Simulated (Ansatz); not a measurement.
Geometry optimisation, RKS PBE/def2-SVP in Ansatz 0.2.0.

input.yaml

```yaml
crystal:
  periodic: [false, false, false]
  atoms:
    - { symbol: "N", position_ang: [0.26721, 1.69843, -0.57189] }
    - { symbol: C, position_ang: [0.14973, 0.56491, -0.03907] }
    - { symbol: O, position_ang: [0.61722, 0.3698, 1.21486] }
    - { symbol: Ga, position_ang: [-0.49737, -1.36122, -0.21518] }
    - { symbol: H, position_ang: [-0.10292, 1.78174, -1.51405] }
    - { symbol: H, position_ang: [1.01208, 1.18271, 1.57445] }
    - { symbol: H, position_ang: [-1.2123, -1.98857, -1.50882] }
    - { symbol: H, position_ang: [-0.23364, -2.24779, 1.05969] }
basis:
  gaussian: { orbitals: def2-SVP }
hamiltonian:
  xc: pbe
relax:
  f_tol: 0.015
  max_steps: 40
```

Command:

```bash
$ ansatz run input.yaml --threads 2 --pin off --max-ram 3072MiB --backend cpu --events-out ev --progress --plain --runs-dir out
```

Problem. Where does it end, and by what steps?

Solution. The run converged. After 9 steps the energy has fallen by 0.316 eV; H5 moved furthest, 0.53 Å.

```tsv
step	energy less start (eV)	largest force component (eV/Å)	accepted
0	0.0000	1.220	yes
1	-0.1820	0.370	yes
2	-0.2741	0.475	yes
3	-0.2991	0.432	yes
4	-0.3081	0.349	yes
5	-0.3038	0.404	no
6	-0.3150	0.137	yes
7	-0.3152	0.087	yes
8	-0.3157	0.020	yes
9	-0.3157	0.005	yes
```

```xyz
8
Properties=species:S:1:pos:R:3
N 0.204 1.500 -0.599
C 0.220 0.483 0.187
O 0.769 0.614 1.422
Ga -0.489 -1.357 -0.197
H -0.237 1.268 -1.501
H 1.074 1.552 1.474
H -1.145 -1.522 -1.629
H -0.396 -2.539 0.843
```

Run time: 18 s on 2 threads of Arm Neoverse V1, on a shared host, peak memory 0.14 GiB.
